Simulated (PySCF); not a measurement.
**Excitation energy of F⁺ by level of theory**

F⁺ [He] 2s2 2p4 (3P) → F⁺ [He] 2s1 2p5 (3P), as a difference of total energies. All numbers are calculated (PySCF 2.14, the spin-free X2C one-electron Hamiltonian (Gaussian nucleus), in x2c-QZVPPall with one added diffuse shell each of s, p, d, f type (8s5p4d3f1g, 73 functions)). Correlated levels: valence: 1s2 frozen; valence and next inner shell: nothing frozen. The calculations carry no spin-orbit coupling.

| method | excitation energy (cm⁻¹) | error (cm⁻¹) |
| --- | --- | --- |
| UHF | 175790 | +11006 |
| LDA | 149220 | -15562 |
| PBE | 151350 | -13439 |
| PBE0 | 157770 | -7019 |
| r2SCAN | 158090 | -6700 |
| r2SCANh | 159680 | -5110 |
| M06-L | 158380 | -6407 |
| r2SCAN0 | 162060 | -2727 |
| HSE06 | 157450 | -7337 |
| MP2 (valence) | 167910 | +3123 |
| SCS-MP2 (valence) | 167200 | +2413 |
| MP2 (valence and next inner shell) | 167470 | +2680 |
| SCS-MP2 (valence and next inner shell) | 166910 | +2120 |

Reference: 164790 cm⁻¹ (measured; NIST levels, between the centres of gravity of the two terms).

Errors of the correlated levels include the incompleteness of this basis and the frozen core.
